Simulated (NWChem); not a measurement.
System: C₄H₆OS; SMILES C/C=C1/OCS1

```xyz
12

C      0.3488    -2.5579     0.0003
C     -0.6896    -1.4870     0.0002
C     -0.4124    -0.1848    -0.0003
O     -1.2872     0.8659    -0.0010
C     -0.3379     1.9125     0.0013
S      1.0944     0.7636    -0.0004
H      0.2590    -3.2142     0.8822
H      1.3660    -2.1354     0.0077
H      0.2687    -3.2055    -0.8891
H     -1.7503    -1.7569    -0.0001
H     -0.4052     2.5375    -0.9035
H     -0.4052     2.5336     0.9089
```
Atoms are numbered in this order, from 1.

Computed with NWChem. Geometry: optimised at PBE0/def2-SVP.

**Question.** Predict the results for CAM-B3LYP/def2-TZVP. Quantities: highest occupied level (eV); orbital gap (eV); dipole (D).

**Answer.** highest occupied level (eV): -7.20
orbital gap (eV): 7.78
dipole (D): 0.93
